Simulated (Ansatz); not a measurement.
Total energies of ZnCu2⁻ from Ansatz at r2SCAN-D4/def2-TZVPD, gas phase (1 Eh = 27.2114 eV = 2625.5 kJ/mol). The reference geometry is relaxed at r2SCAN-D4/def2-TZVPD.

| atom | x (Å) | y (Å) | z (Å) |
| --- | --- | --- | --- |
| Cu1 | -1.021 | 0.269 | -0.884 |
| Cu2 | 0.644 | -1.198 | -0.256 |
| Zn3 | 0.377 | 0.929 | 1.140 |

| state | geometry | energy (Eh) |
| --- | --- | --- |
| charge -1 doublet | reference | -5060.45550 |
| charge 0 singlet | reference | -5060.39296 |
| charge -1 quartet | relaxed at r2SCAN-D4/def2-TZVPD | -5060.41461 |

Task: Work out the vertical ionisation energy to the singlet.

Result: E(charge 0 singlet) − E(charge -1 doublet) = -5060.39296 − (-5060.45550) = 0.06254 Eh = 1.70 eV. For comparison, −ε of the highest occupied level of the spin that leaves is -0.18 eV at this level, 1.88 eV less.

Task: Which of the charge -1 states is lowest, and how far above it are the others?

Result: The doublet. quartet: -5060.41461 − (-5060.45550) = 0.04089 Eh = 107.4 kJ/mol.

At r2SCAN-D4/def2-TZVPD the highest occupied level of the charge -1 doublet lies above zero (up to 0.18 eV). By energy differences its removal costs 1.70 eV (vertical, to the charge 0 singlet, at r2SCAN-D4/def2-TZVPD); a positive level beside a positive removal energy at the same level points to self-interaction error. At r2SCAN-D4/def2-TZVPD the highest occupied level of the charge -1 quartet lies above zero (up to 1.15 eV). It is a level of α spin, whose loss leaves a triplet; that state wasn't run at this geometry and level. The electron is either unbound and held by the finite basis, or the level is raised by self-interaction error. A triplet lies near this restricted singlet, and broken spin symmetry wasn't tried. 

The structure comes from a short search, and lower isomers may exist.
